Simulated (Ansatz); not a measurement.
Born–Oppenheimer molecular dynamics of CH$_{7}$ClOSi (11 atoms, charge 0, multiplicity 1). It starts at the highest image of a converged band. Of that band: Beside the main top the profile has a ripple of under 15 meV (maxima at images 1, 3), which may be a very shallow well or noise. Neighbouring images differ by up to 3.0 eV, so the band resolves the path poorly. A vibrational analysis at the climbing image gives one clearly imaginary mode, 1335i cm⁻¹: a first-order saddle point.

Method: Ansatz 0.2.0, UKS B3LYP/6-31G*.

- ensemble: NVE (velocity Verlet)
- time step: 0.5 fs
- steps asked: 200
- starting velocities drawn for: 100 K
- seed: 5859

First frame:

```xyz
11
Properties=species:S:1:pos:R:3
Si -0.363 0.475 -0.819
C 0.212 -1.034 0.686
H -1.810 0.744 -0.777
H 0.587 1.276 -1.628
Cl -0.402 -1.160 -2.244
H 0.234 0.270 0.905
O -0.018 1.530 0.709
H 0.430 -1.028 1.770
H 1.048 -1.527 0.190
H -0.700 -1.623 0.577
H 0.782 2.076 0.629
```

(1) How far do the bonds stretch over the last three quarters of this one trajectory? (Pairs bonded in most of those frames.)

Results:

(1) 
```tsv
bond	mean (Å)	spread (Å)	shortest	longest
Si1–C2	1.938	0.140	1.72	2.19
Si1–H3	1.483	0.014	1.46	1.51
Si1–H4	1.487	0.014	1.46	1.51
Si1–Cl5	2.124	0.059	2.03	2.20
C2–H8	1.098	0.019	1.07	1.13
C2–H9	1.097	0.015	1.07	1.12
C2–H10	1.095	0.008	1.08	1.11
H6–O7	0.984	0.046	0.91	1.06
O7–H11	0.975	0.018	0.94	1.02
```

Mean temperature of the second half: 1464 K. The conserved energy stayed within 0.2 meV per atom of its start (net change 0.011 meV per atom), so the integration is sound. The kinetic energy rose, since the run started high on the potential surface and went downhill. It ends in pieces (CH5ClSi + H2O), so much of that is their flight and rotation, not heat. A run of 0.1 ps of so small a system gives no equilibrium averages. The orbitals stay closed-shell, which can raise the energy where a bond breaks towards radicals; this wasn't checked here.

Run time: 3.8 min on 2 threads of AMD EPYC 9R45 96-Core Processor (Zen 5) (shared host), peak memory 0.25 GiB.
